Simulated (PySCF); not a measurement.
PySCF input for O2Zr, SMILES [O]=[Zr]=[O] (connectivity only; charge and spin as stated), charge -1, multiplicity 2, IEF-PCM-B3LYP/def2-SVPD. Coordinates come from a B3LYP-D3(BJ)/def2-TZVPD optimisation. The multiplicity is an assumed one; other spin states were not compared. The isomer is the one that the SMILES or the coordinates give; other isomers of the formula were not compared. The def2 effective core potentials stand for the cores of Zr; spin–orbit coupling is left out.

```python
import numpy as np
from pyscf import gto, scf, dft
from pyscf.solvent import pcm

mol = gto.M(
    atom='''
    Zr    0.00000000   -0.00000000    0.29661796
    O     0.00000000   -1.48800037   -0.74154491
    O     0.00000000    1.48800039   -0.74154490
    ''',
    basis='def2-SVPD',
    ecp={'Zr': 'def2-svp'},
    charge=-1,
    spin=1,
    max_memory=1600,
    verbose=3,
)
mf = dft.UKS(mol, xc='b3lyp').density_fit(auxbasis='def2-universal-jkfit')
mf.grids.level = 3
mf.conv_tol = 1e-9
mf.max_cycle = 100
mf.kernel()
fine, coarse = mf.grids, dft.Grids(mol).set(level=1).build(with_non0tab=True)
for _ in range(3):  # follow internal instabilities
    mf.grids = coarse
    mo, _, stable, _ = mf.stability(return_status=True, nroots=4)
    mf.grids = fine
    if stable:
        break
    mf.kernel(mf.make_rdm1(mo, mf.mo_occ))
res = {}
for name, eps in {'water': 78.355, 'acetone': 20.493, '2-propanol': 19.264}.items():
    s = mf.PCM()
    s.with_solvent.method, s.with_solvent.eps, s.with_solvent.lebedev_order = 'IEF-PCM', eps, 29
    s.kernel(mf.make_rdm1())
    res[name] = (s.e_tot, eps, s.dip_moment(), s.mo_energy, s.converged)
    print(f'{name}: electrostatic solvation free energy {(s.e_tot - mf.e_tot) * 627.509474:.3f} kcal/mol')
```

Output:

```

WARN: HOMO -0.439253204395559 >= LUMO -0.439253204395558

converged SCF energy = -197.511154640605  <S^2> = 0.75204914  2S+1 = 2.0020481
<class 'pyscf.df.df_jk.DFUKS'> wavefunction is stable in the internal stability analysis

WARN: PCM is an experimental feature. It is still in testing.
Features and APIs may be changed in the future.

converged SCF energy = -197.618294886219  <S^2> = 0.75182795  2S+1 = 2.0018271

WARN: System has nonzero charge -1; the dipole moment is origin-dependent.
Location of origin: [0. 0. 0.]

Dipole moment(X, Y, Z, Debye):  0.00000,  0.00000,  8.87023
water: electrostatic solvation free energy -67.232 kcal/mol

WARN: PCM is an experimental feature. It is still in testing.
Features and APIs may be changed in the future.

converged SCF energy = -197.612995923127  <S^2> = 0.75183262  2S+1 = 2.0018318

WARN: System has nonzero charge -1; the dipole moment is origin-dependent.
Location of origin: [0. 0. 0.]

Dipole moment(X, Y, Z, Debye):  0.00000,  0.00000,  8.41473
acetone: electrostatic solvation free energy -63.906 kcal/mol

WARN: PCM is an experimental feature. It is still in testing.
Features and APIs may be changed in the future.

converged SCF energy = -197.612549778486  <S^2> = 0.75183345  2S+1 = 2.0018326

WARN: System has nonzero charge -1; the dipole moment is origin-dependent.
Location of origin: [0. 0. 0.]

Dipole moment(X, Y, Z, Debye): -0.00000,  0.00000,  8.37617
2-propanol: electrostatic solvation free energy -63.626 kcal/mol
```

Self-consistency was reached.
